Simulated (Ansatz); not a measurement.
Spectroscopic constants of MnS, multiplicity 6 (the spin of the measured ground state). No spin–orbit coupling. Mn is treated without relativity. The T1 diagnostic near the minimum is 0.058, so single-reference values are doubtful.

Constants: fifth-degree fit in 1/R to seven points, most abundant isotopes. In def2 and cc sets the state is the lowest found near the PBE0 minimum, followed along R.

Programs: Ansatz (a quantum-chemistry and plane-wave program) with Gaussian orbitals. 

Energies at r2SCAN/def2-TZVPP:

```
R (Å)        E (hartree)
--------  --------------
1.914106  -1549.16586047
1.965560  -1549.17070535
2.012899  -1549.17277071
2.066411  -1549.17288184
2.119924  -1549.17111631
2.181669  -1549.16729154
2.253705  -1549.16107248
```

Problem. With a reduced mass of 20.2103 u, find the minimum, the force constant and the constants.

Solution. A fifth-degree polynomial in 1/R puts the minimum at r_e = 2.0420 Å with force constant 318 N/m. Then ω_e = (1/2πc)√(k/μ) = 517 cm⁻¹ and B_e = h/(8π²cμr_e²) = 0.2000 cm⁻¹; the cubic and quartic terms give α_e = 0.00095 and ω_e x_e = 1.8 cm⁻¹.

Doubts at one or more of the structures used: a spin-contaminated determinant (r2SCAN/def2-TZVPP).
